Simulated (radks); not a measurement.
Effect of the nuclear size on the erbium ion Er+, [Xe] 4f12 6s1. Calculated with a radial shooting solver on a logarithmic mesh with Libxc functionals: Dirac Kohn-Sham, relativistic LDA (MacDonald-Vosko exchange, VWN5 correlation), spin-unpolarised, spherical densities, finite nucleus; open shells fill j = l - 1/2 first; Fermi nuclear charge, rms radius 5.2516 fm. The rms radius is varied about that value; shifts are against it.

[
 {"rms radius (fm)": "4.5584", "total energy shift (eV)": "-7.83", "density at nucleus (e/bohr^3)": "8.968e+05", "1s1/2 shift (meV)": "-3190", "2s1/2 shift (meV)": "-426", "4p1/2 shift (meV)": "0.169", "5s1/2 shift (meV)": "-3.38", "5p1/2 shift (meV)": "0.202", "6s1/2 shift (meV)": "-0.283", "6p1/2 (empty) shift (meV)": "0.080"},
 {"rms radius (fm)": "4.821", "total energy shift (eV)": "-4.96", "density at nucleus (e/bohr^3)": "8.824e+05", "1s1/2 shift (meV)": "-2020", "2s1/2 shift (meV)": "-270", "4p1/2 shift (meV)": "0.107", "5s1/2 shift (meV)": "-2.14", "5p1/2 shift (meV)": "0.128", "6s1/2 shift (meV)": "-0.179", "6p1/2 (empty) shift (meV)": "0.050"},
 {"rms radius (fm)": "5.2516", "total energy shift (eV)": "0", "density at nucleus (e/bohr^3)": "8.609e+05", "1s1/2 shift (meV)": "0.000", "2s1/2 shift (meV)": "0.000", "4p1/2 shift (meV)": "0.000", "5s1/2 shift (meV)": "0.000", "5p1/2 shift (meV)": "0.000", "6s1/2 shift (meV)": "0.000", "6p1/2 (empty) shift (meV)": "0.000"},
 {"rms radius (fm)": "5.4879", "total energy shift (eV)": "2.85", "density at nucleus (e/bohr^3)": "8.5e+05", "1s1/2 shift (meV)": "1160", "2s1/2 shift (meV)": "155", "4p1/2 shift (meV)": "-0.061", "5s1/2 shift (meV)": "1.23", "5p1/2 shift (meV)": "-0.074", "6s1/2 shift (meV)": "0.103", "6p1/2 (empty) shift (meV)": "-0.029"},
 {"rms radius (fm)": "6.512", "total energy shift (eV)": "16.2", "density at nucleus (e/bohr^3)": "8.089e+05", "1s1/2 shift (meV)": "6600", "2s1/2 shift (meV)": "881", "4p1/2 shift (meV)": "-0.342", "5s1/2 shift (meV)": "7.00", "5p1/2 shift (meV)": "-0.418", "6s1/2 shift (meV)": "0.586", "6p1/2 (empty) shift (meV)": "-0.164"}
]

Slopes of the eigenvalues against <r^2> in GHz/fm^2, as finite differences over the two radii next to the reference (eigenvalue slopes, not the field-shift constants of lines): 1s1/2 112000, 2s1/2 14900, 4p1/2 -5.89, 5s1/2 119, 5p1/2 -7.09, 6s1/2 9.93, 6p1/2 (empty) -2.79.
